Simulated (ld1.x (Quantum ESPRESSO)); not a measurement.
# Pb (Z = 82): one change to a TM potential, before and after

```json
{"Element": "lead", "Generator": "ld1.x (Quantum ESPRESSO) 7.5", "Type": "norm-conserving Troullier–Martins (Kleinman–Bylander form)", "Functional": "LDA (PZ)", "Relativity": "non-relativistic", "Frozen core": "[Xe] 4f14", "Valence charge": "14", "Reference configuration": "5d10 6s2 6p2", "Partial waves": "6p (bound): rc 2.00 bohr; 5d (bound): rc 2.00 bohr; 6s (bound): rc 2.25 bohr", "Local potential": "the s channel", "Core correction": "Bessel-smoothed model core, default radius (core density twice the valence density)"}
```

Change: wave 6p (bound): rc 2.00 bohr becomes 6p (bound): rc 1.72 bohr.

Cutoffs: the cutoffs (Ry, on a coarse ladder) from which the occupation-weighted sum of valence levels, in a spherical-Bessel basis at the reference potential, stays within 10 and 1 mRy of its value at 400 Ry; they do not see the model core or the augmentation charge, which bear on the density cutoff. Errors are all-electron minus pseudo energies relative to the spin-unpolarised reference configuration.

Predict the effect on cutoff, ghosts and configuration errors.

The potential gets harder (50 Ry and 90 Ry → 90 Ry and 100 Ry); both files keep a bound ghost (p); of the 9 tests that both files solve, the error grows in 4 and shrinks in 1 by more than 15 % and 0.3 meV (median size 1.3 → 8.5 meV). A smaller radius makes the pseudo-wave follow the all-electron one further in, where it bends more sharply, so more plane waves are needed.

| quantity | base | changed |
| --- | --- | --- |
| cutoff, loose | 50 Ry | 90 Ry |
| cutoff, tight | 90 Ry | 100 Ry |
| loose cutoff by channel (10 mRy a level) | p 21 Ry, d 45 Ry, s 8 Ry | p 80 Ry, d 45 Ry, s 8 Ry |
| bound ghosts | p | p |
| error for 5d10 6s2 6p1, meV [ΔE 6.94 eV] | +0.9 | -1.1 |
| error for 5d10 6s2 6p0, meV [ΔE 20.65 eV] | +1.3 | -8.5 |
| error for 5d10 6s1 6p0, meV [ΔE 49.58 eV] | -7.7 | -11 |
| error for 5d10 6s0 6p0, meV [ΔE 87.76 eV] | -52 | -49 |
| error for 5d9 6s2 6p3, meV [ΔE 22.53 eV] | -208 | -174 |
| error for 5d10 6s0 6p4, meV [ΔE 12.09 eV] | -1.9 | -36 |
| error for 5d10 6s2 6p2.3, meV [ΔE -0.91 eV] | 0.0 | -0.1 |
| error for 5d10 6s2 6p2 (spin-polarised), meV [ΔE -0.44 eV] | +0.1 | 0.0 |
| error for 5d10 6s2 6p1 (spin-polarised), meV [ΔE 6.80 eV] | +0.7 | -1.1 |
| s: phases at 2.46 bohr within 0.05 rad from the reference energy up to (Ry; the scan ends near 5) | 3.2 | 3.2 |
| p: phases at 2.46 bohr within 0.05 rad from the reference energy up to (Ry; the scan ends near 5) | 4.2 | 4.7 |
| d: phases at 2.46 bohr within 0.05 rad from the reference energy up to (Ry; the scan ends near 5) | 0.3 | 0.3 |

 A true bound ghost makes a file unfit for plane-wave use even where its test errors are small: the radial tests pick states by their node count and pass the ghost by.
